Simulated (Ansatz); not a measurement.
Computed with Ansatz on PBE0-D4/def2-TZVP structures; ΔE is electronic, products minus reactants. CCSD(T)/CBS is the MP2 limit (def2-TZVPP, def2-QZVPP) plus CCSD(T) − MP2 in def2-TZVPP, frozen cores. This one scheme is used for every species. DFT in def2-TZVPP. B3LYP here is the variant with VWN-RPA as its local correlation; programs differ in this. One conformer a species, not always the lowest.

Reaction (formal exchange of groups at a C–F bond): `NC(F)([SiH3])S` + CH₄ → `CC(N)([SiH3])S` + H–F

| level | ΔE (kJ/mol) |
| --- | --- |
| r2SCAN-D4 | -8.5 |
| ωB97X-V | -9.8 |
| PBE0 | -13.5 |
| B3LYP | 2.1 |
| HF/def2-TZVPP | -1.4 |
| SCS-MP2/def2-TZVPP | -28.8 |
| SCS-MP2/def2-QZVPP | -31.3 |
| HF/CBS(def2) | -2.5 |

(1) What does CCSD(T)/CBS give? (An estimate is asked.)

Largest T1 diagnostic among the species: 0.013.

Answers

(1) The calculation gave: -30.2 kJ/mol. The listed levels differ from it by 21.7, 20.4, 16.7, 32.3, 28.8, 1.4, -1.1, 27.7 kJ/mol.

In def2-TZVPP, CCSD(T) changes the Hartree–Fock value by −25.3 kJ/mol (the triples alone add −2.0 kJ/mol) and MP2 by −37.4 kJ/mol. From PBE to PBE0 (25 % exact exchange), in def2-TZVPP and without D4, ΔE moves by −8.4 kJ/mol.
